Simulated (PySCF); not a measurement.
## Calcium: a sound run and one with changed settings

Sound run: Ca [Ar] 4s2, Ca⁺ [Ar] 4s1. Computed with PySCF 2.14 in 6-31G* (5s4p3d, 32 functions), with no relativity, point nucleus. In the sound run the correlated levels freeze [Ar]. The sound run starts from symmetry-adapted Hartree-Fock orbitals and uses a fine grid where one is needed.

Changed run: initial guess 1e, at most 50 SCF cycles.

```tsv
species	method	sound run (hartree)	changed run (hartree)	converged
Ca	UHF	-676.70792	-676.70792	yes
Ca	B3LYP	-677.53624	-677.53624	yes
Ca	CCSD(T)	-676.73442	-676.73442	yes
Ca⁺	PBE	-677.06384	-677.06384	yes
```

Here the plain start reaches the same solutions.
